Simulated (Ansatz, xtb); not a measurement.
Relative energy of two isomers of CH3BrGe

We compare I, `[CH3][Ge][Br]`, a singlet, with II, `[CH2]=[GeH][Br]`, a singlet. Both are isolated molecules in the gas phase, relaxed with PBE0-D3(BJ)/pcseg-1.

I (Å):

```
atom    x (Å)    y (Å)    z (Å)
   C  -0.0102  -0.7611   0.8400
  Br   1.8656  -0.0819  -1.7357
  Ge   0.6202   0.9419   0.0152
   H  -0.6372  -0.5684   1.7195
   H  -0.5842  -1.3419   0.1045
   H   0.8515  -1.3761   1.1346
```

II (Å):

```xyz
6

C    -0.5992   -0.5151    0.8720
Br    2.9302   -0.8732    0.6953
Ge    0.8266   -0.5109   -0.1688
H    -1.5812   -0.3411    0.4366
H     0.9293   -0.2917   -1.6693
H    -0.5192   -0.6881    1.9417
```

Quicker runs give these differences E(II) − E(I): GFN2-xTB +228.3 kJ/mol; HF/STO-3G +183.0 kJ/mol (at GFN2-xTB geometries); r2SCAN-D4/def2-SVP +138.6 kJ/mol (at GFN2-xTB geometries).

Estimate E(II) − E(I) at the level CCSD(T)/def2-TZVP.

Calculated at CCSD(T)/def2-TZVP: E(II) − E(I) = +113.5 kJ/mol, so structure I lies lower.

The same difference at several levels:

```csv
level,geometry,E(II) − E(I) (kJ/mol),departure from the last row (kJ/mol),"job, with rough time for the two"
GFN2-xTB,GFN2-xTB,+228.3,+114.8,"optimisation, 0.24 s"
HF/STO-3G,GFN2-xTB,+183.0,+69.5,"single point, 0.76 s"
r2SCAN-D4/def2-SVP,GFN2-xTB,+138.6,+25.1,"single point, 5.8 s"
PBE0-D3(BJ)/pcseg-1,PBE0-D3(BJ)/pcseg-1,+135.6,+22.1,"optimisation, 48 s"
HF/def2-TZVP,PBE0-D3(BJ)/pcseg-1,+147.1,+33.6,part of the CCSD(T) run
MP2/def2-TZVP,PBE0-D3(BJ)/pcseg-1,+109.1,−4.5,part of the CCSD(T) run
CCSD(T)/def2-TZVP,PBE0-D3(BJ)/pcseg-1,+113.5,,"single point, 1.8 min"
```

As drawn, II has 1 C=Ge, 1 Ge–H in place of 1 C–Ge, 1 C–H.

None of the levels shown reverses the order. The largest departure from CCSD(T)/def2-TZVP is that of GFN2-xTB, 114.8 kJ/mol.

With harmonic frequencies from PBE0-D3(BJ)/pcseg-1 (ideal gas, rigid rotor, one conformer each, 1000 K, 1 atm): the zero-point term adds −8.8 kJ/mol; ΔH is +107.5 and ΔG +111.6 kJ/mol.

The correlated steps freeze 19 core orbitals; the filled d shell of Br and Ge is correlated, in a basis made for valence electrons. Codes used: Ansatz 0.2.0, xtb 6.7.1; the last row on 1 thread of Arm Neoverse V1 on a shared host.
